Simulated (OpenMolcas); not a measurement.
Ag2+ (d9) in a complex was computed by SS-CASPT2, IPEA 0.25 Eh, imaginary shift 0.1 Eh with the d shell active (OpenMolcas, ANO-RCC-VDZP on the metal). Its lowest spin-free states, and all those of the highest spin:

| 2S+1 | Degeneracy | E (cm-1) |
| --- | --- | --- |
| 2 | 2 | 0 |
| 2 | 2 | 17980 |
| 2 | 1 | 18420 |

**Question.** Is the site octahedral, tetrahedral or cube-like, axial, or of lower symmetry?

**Answer.** The states with 2S+1 = 2 have orbital degeneracies 2, 2, 1. There are pairs but no triples, so the site is axial: not cubic, but with a proper or improper axis of order three or more. The run had Ag2+ with 6 ligands (ammonia) in trigonal antiprismatic coordination (S6) at 2.36 Å, a polar angle of 57.5° against the regular 54.74°. Ligand basis ANO-RCC-VDZP.

Over all roots computed the reference weight is 0.69; a low but even weight reflects the number of correlated electrons. An orbital doublet at a regular site is open to a Jahn-Teller distortion, which this geometry leaves out. The least metal-like active orbital is 83 % on the metal (Löwdin) and no ligand orbital is active, so the numbers are rough. Ligand-to-metal charge-transfer states are missing. With one d shell and no ligand orbital active, 10Dq can be off by a tenth or more. No measured value stands beside these numbers; the geometry was imposed, not optimised, and the real ion may take another.
